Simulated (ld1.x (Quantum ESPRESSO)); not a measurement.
The numbers below are computed, except where a source is named.
## Potentials for nitrogen compared

Generated with ld1.x 7.5 (TM, RRKJ, ultrasoft, PAW), atompaw 4.2 or ONCVPSP 4.0.1. The cutoff is in Ry: for ld1.x and atompaw files where the sum of valence levels is converged to 10 mRy in a Bessel basis, for ONCV files where the hardest occupied wave has 1 mHa per electron of residual kinetic energy. The error is the largest all-electron minus pseudo excitation energy over each file’s own four to seven test configurations (ionisations up to +4, promotions, holes and added fractions of an electron), all of which were solved. The labels leave out finer settings (local radius, basis sizes, second energies), which also bear on the numbers. Spin-polarised tests are not counted. The rows are a selection from randomly drawn settings: files with unsolved tests, undetermined cutoffs or missed reference levels are left out.

A true bound ghost makes a file unfit for plane-wave use even where its test errors are small: the radial tests pick states by their node count and pass the ghost by.

```tsv
potential	cutoff (Ry)	largest error (meV)	bound ghosts
ultrasoft, PBE, scalar-relativistic, rc 1.20/1.45 (sp), local smoothed, core correction yes, reference 2s2 2p3	30	+221	none
RRKJ, PBEsol, fully relativistic, rc 0.80/1.30/1.30 (spd), local smoothed, core correction yes, reference 2s2 2p0	70	+388	none
ultrasoft, PBE, non-relativistic, rc 0.70/1.55/1.30 (spd), local smoothed, core correction yes, reference 2s2 2p3	35	+245	s
TM semilocal, LDA (PZ), scalar-relativistic, rc 0.80/2.60/2.20 (spd), local d, core correction yes, reference 2s2 2p3	55	+3810	none
TM, PBE, fully relativistic, rc 0.65/1.80/1.80 (spd), local s, core correction no, reference 2s2 2p2	180	+819	none
RRKJ, Wu–Cohen, non-relativistic, rc 1.00/1.40 (sp), local s, core correction yes, reference 2s1.75 2p3.25	60	+134	none
TM, PBEsol, scalar-relativistic, rc 1.00/1.65/1.40 (spd), local s, core correction yes, reference 2s2 2p3	50	+834	none
```

Question: Fill in the row for N: TM, PW91, scalar-relativistic, rc 1.15/1.70 (sp), local p, core correction yes, reference 2s2 2p3.

Answer: cutoff 45 Ry, largest error +1554 meV, bound ghosts: none.
